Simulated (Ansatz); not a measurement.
The first iterations of a band of a periodic cell of 17 atoms, TiSi$_{16}$ (host Si, host structure diamond, interstitial Ti).

Computed with DFT PBE-D3(BJ), scalar-relativistic, plane waves, PAW (Ansatz). Settings: PAW set soft_1, cutoff 420 eV, k mesh 2x2x2, gaussian smearing 0.02 eV, no spin polarisation.

* movable images: 5
* climbing image: yes
* spring: 5.0 eV/Å²
* optimiser: lbfgs
* start path: IDPP
* force threshold: 0.03 eV/Å
* iteration limit: 56
* end points: relaxed

Image 0:

```xyz
17
Lattice="0.0000 5.4300 5.4300 5.4300 0.0000 5.4300 5.4300 5.4300 0.0000" Properties=species:S:1:pos:R:3
Si -0.008 0.003 -0.003
Si 1.354 1.332 1.361
Si 2.752 2.689 -0.035
Si 4.110 4.071 1.381
Si 2.719 0.004 2.724
Si 4.073 1.326 4.074
Si 5.409 2.680 2.737
Si 6.764 4.074 4.037
Si -0.043 2.693 2.759
Si 1.379 4.066 4.123
Si 2.772 5.466 2.785
Si 4.067 6.827 4.071
Si 2.733 2.670 5.413
Si 4.023 4.069 6.765
Si 5.356 5.471 5.370
Si 6.783 6.801 6.788
Ti 6.781 4.091 6.791
```

Image 6:

```xyz
17
Lattice="0.0000 5.4300 5.4300 5.4300 0.0000 5.4300 5.4300 5.4300 0.0000" Properties=species:S:1:pos:R:3
Si -0.037 0.004 0.002
Si 1.318 1.298 1.295
Si 2.716 2.697 -0.044
Si 4.097 4.115 1.316
Si 2.716 -0.041 2.694
Si 4.097 1.317 4.111
Si 5.454 2.717 2.714
Si 6.781 4.081 4.079
Si -0.016 2.719 2.716
Si 1.316 4.140 4.136
Si 2.715 5.474 2.735
Si 4.109 6.770 4.091
Si 2.715 2.737 5.470
Si 4.107 4.094 6.766
Si 5.456 5.431 5.428
Si 6.780 6.782 6.779
Ti 8.127 2.718 8.145
```

| iteration | highest image above the first end (eV) | largest band force component (eV/Å) |
| --- | --- | --- |
| 1 | 2.478 | 3.775 |
| 2 | 2.091 | 1.917 |
| 3 | 1.875 | 0.688 |
| 4 | 1.849 | 0.406 |
| 5 | 1.839 | 0.262 |
| 6 | 1.818 | 0.443 |
| 7 | 1.809 | 0.235 |
| 8 | 1.796 | 0.285 |
| 9 | 1.792 | 0.152 |
| 10 | 1.781 | 0.286 |
| 11 | 1.777 | 0.144 |

Task: Does the band converge within its limit, and where does its top end?

Result: The forces met the threshold. It ended after 35 iterations with the highest image 1.732 eV above the first end. By the program's own check the climbing image is of a kind that is not told: the force calls were inconclusive, a negative curvature could not be distinguished from the path's own, the only one lies far off the path, or fixed occupations may fill a level only in part (lowest curvatures found: -2.27 and -0.02 eV/Å²). Limits of this set-up: coarse k mesh, a small cell, in which the defect meets its images.

The run took 26 min on 1 thread of Arm Neoverse V1, with other jobs on the host, peak memory 0.87 GiB.
